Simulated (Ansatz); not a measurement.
`C[CH2][In]([OH])[Cl]` + `C#N` → `CCC#N` + `[OH][InH][Cl]` at 500 K and 1 bar (formal exchange of groups at a C–In bond).

Program: Ansatz. Geometries: PBE0-D4/def2-TZVP. ΔE: electronic, gas phase. CCSD(T)/CBS adds triple-zeta CCSD(T) − MP2 to the extrapolated MP2 energy (def2 sets, frozen cores). This one scheme is used for every species. Elements past krypton have def2 core potentials. For In outer-core shells are correlated without core-valence functions, which leaves a few kJ/mol of doubt a bond. Each species was taken in one conformer, which may not be the lowest.

```csv
species,CCSD(T)/CBS energy (Eh),H − E (kJ/mol),S (J/(mol·K))
`C[CH2][In]([OH])[Cl]`,-804.55778,259.4,472.7
`C#N`,-93.32098,60.1,220.8
`CCC#N`,-171.85534,227.8,328.5
`[OH][InH][Cl]`,-726.02900,85.2,354.8
```

H − E and S are ideal-gas, rigid-rotor, harmonic terms from PBE0-D4/def2-TZVP, for one conformer and one mirror image of each species. 1 Eh = 2625.50 kJ/mol, R = 8.31446 J/(mol·K).

Task: By hand: ΔE, ΔH, ΔS and ΔG.

Result: ΔE = (-171.85534) + (-726.02900) − (-804.55778) − (-93.32098) = -0.00558 Eh = -14.7 kJ/mol. Δ(H − E) = 227.8 + 85.2 − 259.4 − 60.1 = -6.5, so ΔH = -21.2 kJ/mol. ΔS = 328.5 + 354.8 − 472.7 − 220.8 = -10.2 J/(mol·K). ΔG = -21.2 − 500 × (-10.2)/1000 = -16.1 kJ/mol.

Task: By hand: the equilibrium constant, and the temperature at which ΔG would vanish if ΔH and ΔS stayed fixed.

Result: log₁₀ K = −ΔG/(RT ln 10) = 1.7. ΔG = 0 at ΔH/ΔS = 2078 K, though so small a ΔS makes that figure unsure.

The number of gas molecules stays the same, so ΔS is small and ΔH decides. A doubt of 5 kJ/mol in ΔE shifts log₁₀ K by 0.5 here. Other conformers and mirror images would add mixing entropy, several J/(mol·K) or more a flexible species. Modes under 60 cm⁻¹, often nearly free rotors, make the harmonic entropy too high. These are equilibria of isolated gas molecules and say nothing of rates. Largest T1 diagnostic: 0.015 (customary marks: 0.02 for closed shells, 0.045 for open ones).
